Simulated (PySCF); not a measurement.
## Spinor energies of Au⁵¹⁺ (gold, charge +51)

Start: [Ar] 3d10. Calculated with PySCF 2.14 in an uncontracted even-tempered set (15 s from 14 bohr⁻², ratio 2.8; 13 p from 18 bohr⁻², ratio 2.8; 8 d from 18 bohr⁻², ratio 2.8; 3 f from 67 bohr⁻², ratio 3): generalised Hartree-Fock with the X2C-1e Hamiltonian and a Gaussian nucleus; one run each with spin-orbit coupling (SO) switched off, then screened by Boettger's factors.

```tsv
spinor shell	electrons	ε, spin-free (eV)	ε, screened SO (eV)	weight of nominal j (screened SO)	rms radius, screened SO (bohr)
1s1/2	2	-84015.0	-83986.2	1.000	0.0190
2s1/2	2	-17243.8	-17235.4	1.000	0.0767
2p1/2	2	-15303.2	-16633.5	1.000	0.0649
2p3/2	4	-15303.2	-14782.8	1.000	0.0728
3s1/2	2	-6097.0	-6094.7	1.000	0.193
3p1/2	2	-5519.4	-5831.4	1.000	0.184
3p3/2	4	-5519.4	-5395.2	1.000	0.199
3d3/2	4	-4924.3	-4980.2	1.000	0.173
```

Question: Where does 3d5/2 lie, and what is the 3d spin-orbit splitting (screened SO)?

Answer: At -4886.3 eV, 93.860 eV above 3d3/2.

```tsv
quantity	spin-free	screened SO
E (hartree)	-17030.32199	-17058.63927
M_J	0	0
⟨J²⟩	0.000	0.000
⟨L²⟩	0.000	0.083
⟨S²⟩	0.000	0.083
```

Breit and QED terms are absent; they matter most for the inner s and p1/2 levels.

Densities and radii are taken from the X2C orbitals without a picture-change correction, which distorts them close to the nucleus.

Without spin-orbit coupling the j labels of p, d and f shells carry no meaning; the spin-free column gives the mean over the occupied spinors of each nl shell.
